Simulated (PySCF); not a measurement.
# Excitation energy of Tc⁺ by level of theory

Tc⁺ [Kr] 4d5 5s1 (7S) → Tc⁺ [Kr] 4d6 (5D), as a difference of total energies. Calculation: PySCF 2.14, in def2-QZVPPD with the def2 core potential (28 electrons) (7s5p4d4f2g, 88 functions); scalar relativity through the core potential. Correlated levels: valence and next inner shell: nothing frozen outside the core potential. The calculations carry no spin-orbit coupling.

```tsv
method	excitation energy (eV)
UHF	1.495
MP2 (valence and next inner shell)	0.993
SCS-MP2 (valence and next inner shell)	0.582
CCSD (valence and next inner shell)	0.904
CCSD(T) (valence and next inner shell)	0.855
```

Problem. How much does correlation contribute at CCSD(T) (valence and next inner shell)?

Solution. 0.855 − (1.495) = -0.640 eV, measured against UHF.
